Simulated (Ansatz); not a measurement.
`BOC(=C)N` and `C=C(N)CN` differ in one atom or group.

Ansatz, PBE0-D4/def2-TZVP geometries, multiplicity 1. Each molecule was computed in one conformer, which needn't be the lowest.

| property | `BOC(=C)N` |
| --- | --- |
| HOMO energy (B3LYP/def2-TZVPP) / eV | -6.12 |
| size of the dipole moment (B3LYP/def2-TZVPP) / D | 2.17 |
| size of the dipole moment (ωB97M-V/def2-TZVPP) / D | 2.14 |
| HOMO energy (PBE0/def2-TZVPP) / eV | -6.32 |
| size of the dipole moment (PBE/def2-TZVPP) / D | 2.19 |
| HOMO–LUMO gap (PBE/def2-TZVPP) / eV | 3.42 |

Q: Give the same properties after the change, and the shifts. (Estimate.)

A: Ansatz gave: 
| property | `C=C(N)CN` | shift |
| --- | --- | --- |
| HOMO energy (B3LYP/def2-TZVPP) / eV | -5.60 | 0.52 |
| size of the dipole moment (B3LYP/def2-TZVPP) / D | 1.67 | -0.50 |
| size of the dipole moment (ωB97M-V/def2-TZVPP) / D | 1.69 | -0.45 |
| HOMO energy (PBE0/def2-TZVPP) / eV | -5.80 | 0.52 |
| size of the dipole moment (PBE/def2-TZVPP) / D | 1.67 | -0.52 |
| HOMO–LUMO gap (PBE/def2-TZVPP) / eV | 4.51 | 1.09 |

With PBE0 the HOMO rises by 0.52 eV and the LUMO rises by 1.62 eV, so the gap widens by about 1.10 eV. PBE moves the HOMO by 0.59 eV and ωB97M-V by 0.48 eV. Dipoles are sizes alone; their direction can turn.

B3LYP here is the variant with VWN-RPA as its local correlation; programs differ in this.
